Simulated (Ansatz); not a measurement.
Z-matrix (Å, degrees):
```
C
B 1 1.545
H 1 1.096 2 110.1
H 1 1.090 2 112.8 3 122.2
H 1 1.096 2 110.2 3 -115.5
N 2 1.435 1 127.8 3 -122.1
H 2 1.261 1 115.5 3 57.8
C 6 1.287 2 112.7 1 180.0
Ga 8 2.019 6 117.2 2 -0.0
H 8 1.101 6 116.5 2 180.0
H 9 1.570 8 119.0 6 -95.6
H 9 1.570 8 119.0 6 95.6
```

Total charge 0; spin multiplicity 1.

Task: List the B3LYP/def2-TZVPP orbital energies in eV (Ansatz). (Estimate.)

Result: Ansatz gave: Occupied: -10137.54, -1249.32, -1106.57, -1106.46, -1106.46, -389.24, -278.42, -276.45, -184.59, -149.34, -102.79, -102.51, -102.51, -24.80, -22.61, -22.46, -22.44, -22.33, -22.31, -19.56, -16.60, -14.25, -12.55, -11.85, -11.40, -10.59, -10.30, -9.84, -9.15, -8.18, -6.37. Lowest empty: -2.41, -1.12, 0.10, 0.63, 1.06, 1.22, 2.29, 2.39.

B3LYP here is the variant with VWN-RPA as its local correlation; programs differ in this.
